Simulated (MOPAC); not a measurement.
Input for MOPAC: PM7 on CH6O2Si (a complex), monomers drawn apart or pushed together.

```
PM7 1SCF PRECISE CHARGE=0 THREADS=1
CH6O2Si

C      0.26944138 1    -0.48795382 1     0.03556036 1
O     -0.75616649 1    -0.43795135 1     0.66527454 1
H      0.28103931 1    -0.83152299 1    -1.01292751 1
H      1.23531981 1    -0.19306140 1     0.47969354 1
O      0.24991449 1     0.50674245 1     2.89871386 1
Si     0.04377818 1    -0.12808474 1     4.40114722 1
H     -0.31315458 1     0.19191696 1     2.17213001 1
H     -1.31086632 1     0.14553840 1     4.94451175 1
H      1.05715834 1     0.50875840 1     5.26877528 1
H      0.24588065 1    -1.60054033 1     4.41346623 1
```

Program output:

```
*******************************************************************************
 **                                                                           **
 **                              MOPAC v23.2.5                                **
 **                                                                           **
 *******************************************************************************
 ** MOPAC's Digital Object Identifier: https://doi.org/10.5281/zenodo.6511958 **
 **                                                                           **
 ** Please cite the open-source release paper for use of this MOPAC version:  **
 ** J. E. Moussa and J. J. P. Stewart (2026)                                  **
 ** MOPAC: An open-source semiempirical molecular orbital program             **
 ** J. Open Source Softw., 11(119), 8025, https://doi.org/10.21105/joss.08025 **
 *******************************************************************************

                              PM7 CALCULATION RESULTS

 *******************************************************************************
 *  PM7        - The PM7 Hamiltonian to be used
 *
 *
 *
 *                 CHARGE ON SYSTEM = 0
 *
 *
 *
 *  PRECISE    - TIGHTER CRITERIA TO BE USED
 *  1SCF       - DO 1 SCF AND THEN STOP
 *  THREADS=1  - MULTI-THREADING NOT USED
 *  T=         - A TIME OF 172800.0 SECONDS REQUESTED
 *  DUMP=N     - RESTART FILE WRITTEN EVERY 7200.0 SECONDS REQUESTED
 *******************************************************************************
PM7 1SCF PRECISE CHARGE=0 THREADS=1
 CH6O2Si

   ATOM   CHEMICAL          X               Y               Z
  NUMBER   SYMBOL      (ANGSTROMS)     (ANGSTROMS)     (ANGSTROMS)

     1       C          0.26944138  *  -0.48795382  *   0.03556036  *
     2       O         -0.75616649  *  -0.43795135  *   0.66527454  *
     3       H          0.28103931  *  -0.83152299  *  -1.01292751  *
     4       H          1.23531981  *  -0.19306140  *   0.47969354  *
     5       O          0.24991449  *   0.50674245  *   2.89871386  *
     6      Si          0.04377818  *  -0.12808474  *   4.40114722  *
     7       H         -0.31315458  *   0.19191696  *   2.17213001  *
     8       H         -1.31086632  *   0.14553840  *   4.94451175  *
     9       H          1.05715834  *   0.50875840  *   5.26877528  *
    10       H          0.24588065  *  -1.60054033  *   4.41346623  *



          CARTESIAN COORDINATES

    NO.       ATOM           X           Y           Z

     1         C          0.2694     -0.4880      0.0356
     2         O         -0.7562     -0.4380      0.6653
     3         H          0.2810     -0.8315     -1.0129
     4         H          1.2353     -0.1931      0.4797
     5         O          0.2499      0.5067      2.8987
     6        Si          0.0438     -0.1281      4.4011
     7         H         -0.3132      0.1919      2.1721
     8         H         -1.3109      0.1455      4.9445
     9         H          1.0572      0.5088      5.2688
    10         H          0.2459     -1.6005      4.4135

 General Reference for PM7:
 "Optimization of Parameters for Semiempirical Methods VI: More Modifications to the
 NDDO Approximations and Re-optimization of Parameters", J. J. P. Stewart, J. Mol. Mod., 1:32, 19 (2013)
 https://link.springer.com/article/10.1007/s00894-012-1667-x

           Empirical Formula: C H6 O2 Si  =    10 atoms



      MOLECULAR POINT GROUP   :   C1


      RHF CALCULATION, NO. OF DOUBLY OCCUPIED LEVELS = 13


 -------------------------------------------------------------------------------
 PM7 1SCF PRECISE CHARGE=0 THREADS=1
 CH6O2Si



     1SCF WAS SPECIFIED, SO BFGS WAS NOT USED
     SCF FIELD WAS ACHIEVED


                              PM7 CALCULATION
                                                       MOPAC v23.2.5 Linux




          FINAL HEAT OF FORMATION =       -101.57956 KCAL/MOL =    -425.00888 KJ/MOL


          COSMO AREA              =        130.33 SQUARE ANGSTROMS
          COSMO VOLUME            =        117.00 CUBIC ANGSTROMS

          IONIZATION POTENTIAL    =         10.781127 EV
          HOMO LUMO ENERGIES (EV) =        -10.781  0.054
          NO. OF FILLED LEVELS    =         13
          MOLECULAR WEIGHT        =         78.1427         POINT GROUP:  C1

          MOLECULAR DIMENSIONS (Angstroms)

            Atom       Atom       Distance
            H     9    H     3     6.46981
            H     4    H     8     3.11845
            H    10    O     5     2.30765


          SCF CALCULATIONS        =          1





   ATOM   CHEMICAL          X               Y               Z
  NUMBER   SYMBOL      (ANGSTROMS)     (ANGSTROMS)     (ANGSTROMS)

     1       C          0.26944138  *  -0.48795382  *   0.03556036  *
     2       O         -0.75616649  *  -0.43795135  *   0.66527454  *
     3       H          0.28103931  *  -0.83152299  *  -1.01292751  *
     4       H          1.23531981  *  -0.19306140  *   0.47969354  *
     5       O          0.24991449  *   0.50674245  *   2.89871386  *
     6      Si          0.04377818  *  -0.12808474  *   4.40114722  *
     7       H         -0.31315458  *   0.19191696  *   2.17213001  *
     8       H         -1.31086632  *   0.14553840  *   4.94451175  *
     9       H          1.05715834  *   0.50875840  *   5.26877528  *
    10       H          0.24588065  *  -1.60054033  *   4.41346623  *

                             CARTESIAN COORDINATES

   1    C        0.269441380    -0.487953820     0.035560360
   2    O       -0.756166490    -0.437951350     0.665274540
   3    H        0.281039310    -0.831522990    -1.012927510
   4    H        1.235319810    -0.193061400     0.479693540
   5    O        0.249914490     0.506742450     2.898713860
   6   Si        0.043778180    -0.128084740     4.401147220
   7    H       -0.313154580     0.191916960     2.172130010
   8    H       -1.310866320     0.145538400     4.944511750
   9    H        1.057158340     0.508758400     5.268775280
  10    H        0.245880650    -1.600540330     4.413466230


           Empirical Formula: C H6 O2 Si  =    10 atoms



      MOLECULAR POINT GROUP   :   C1


                  EIGENVALUES
 -31.70181 -28.70264 -23.32224 -18.21495 -17.31061 -15.99102 -15.29159 -14.61407
 -13.38350 -13.16943 -11.85028 -11.26316 -10.78113   0.05409   1.55036   2.75125
   2.78013   4.06575   4.41949   4.78085   6.19251   8.26739  22.05256  22.30181
  23.03475  23.29434  24.29068


              NET ATOMIC CHARGES AND DIPOLE CONTRIBUTIONS

  ATOM NO.   TYPE          CHARGE      No. of ELECS.   s-Pop       p-Pop       d-Pop
    1          C           0.232214        3.7678     1.16111     2.60668
    2          O          -0.435584        6.4356     1.87289     4.56269
    3          H           0.111920        0.8881     0.88808
    4          H           0.122670        0.8773     0.87733
    5          O          -0.744399        6.7444     1.74257     5.00183
    6         Si           0.195117        3.8049     0.90702     2.69835     0.19951
    7          H           0.393414        0.6066     0.60659
    8          H           0.038947        0.9611     0.96105
    9          H           0.053971        0.9460     0.94603
   10          H           0.031732        0.9683     0.96827
 DIPOLE           X         Y         Z       TOTAL
 POINT-CHG.     1.384    -1.843    -0.786     2.435
 HYBRID        -0.232     0.376    -1.081     1.168
 SUM            1.152    -1.467    -1.867     2.639


          ATOMIC ORBITAL ELECTRON POPULATIONS

     Atom    s        px        py        pz      x^2-y^2     xz        z^2       yz        xy
    1  C   1.16111   0.92977   0.69538   0.98153
    2  O   1.87289   1.44757   1.41999   1.69513
    3  H   0.88808
    4  H   0.87733
    5  O   1.74257   1.74221   1.79326   1.46636
    6 Si   0.90702   1.05988   0.98787   0.65060   0.03838   0.05547   0.05071   0.04503   0.00992
    7  H   0.60659
    8  H   0.96105
    9  H   0.94603
   10  H   0.96827

 **********************
 *                    *
 * JOB ENDED NORMALLY *
 *                    *
 **********************




 == MOPAC DONE ==
```

The run finished.

Cost: about 0.04 core-seconds (a rough figure).
